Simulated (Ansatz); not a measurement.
`Cl[SiH]1[CH2][AlH]1`, relaxed with RKS PBE0-D4/def2-TZVP in the Gaussian-basis code of Ansatz from a PBE-D4/def2-SVP geometry. The force threshold is 0.005 eV/Å; the program also tests the step.

Charge 0, multiplicity 1.

Start:

```xyz
8

Cl    1.525   -1.080   -2.000
Si    0.598    0.433   -0.876
C    -0.893   -0.252    0.147
Al    0.550    0.096    1.454
H     0.319    1.595   -1.795
H    -1.366   -1.224   -0.103
H    -1.687    0.534    0.185
H     0.954   -0.100    2.987
```

Q: How much energy does the relaxation release, and in how many steps? (Best estimate.)

A: Ansatz gave: 0.92 kcal/mol, in 11 steps.

Q: Which bonds change most? (Estimate.)

A: Ansatz gave: Si2–C3 from 1.933 to 1.898 Å; Cl1–Si2 from 2.101 to 2.074 Å; Si2–Al4 from 2.355 to 2.329 Å; C3–Al4 from 1.978 to 1.953 Å.

Q: Give the relaxed structure. (An estimate is asked.)

A: The calculation gave: 
```xyz
8

Cl    1.566   -1.039   -1.904
Si    0.560    0.453   -0.871
C    -0.875   -0.281    0.131
Al    0.537    0.087    1.429
H     0.279    1.537   -1.849
H    -1.418   -1.181   -0.154
H    -1.593    0.545    0.276
H     0.945   -0.120    2.942
```
